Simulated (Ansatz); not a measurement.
Basis-set extrapolation for C$_{6}$H$_{7}$B (`Bc1ccccc1`) (PBE0-D4/def2-TZVP geometry, frozen core, Ansatz 0.2.0). Multiplicity 1, RHF reference.

```json
{"": "HF", "def2-TZVPP": "-256.050427", "def2-QZVPP": "-256.061241"}
{"": "MP2 correlation", "def2-TZVPP": "-1.039740", "def2-QZVPP": "-1.105431"}
{"": "CCSD(T) correlation", "def2-TZVPP": "-1.130534", "def2-QZVPP": "not run"}
```

Energies in hartree. Use E(X) = E(∞) + A·exp(−7.88·√X) for Hartree–Fock and E(X) = E(∞) + B·X^(−2.97) for correlation, with X = 3 and 4, and add CCSD(T) minus MP2 of the smaller set to the MP2 limit.

Task: What is the CCSD(T) energy at the basis-set limit?

Result: HF limit: -256.061241 + (-0.010814) × 0.13774 = -256.06273. MP2 limit: -1.105431 + (-0.065691) × 0.74074 = -1.15409. Higher-order term: -1.130534 − (-1.039740) = -0.09079. Total: -257.30761 hartree, 332.5 kJ/mol below CCSD(T)/def2-TZVPP.
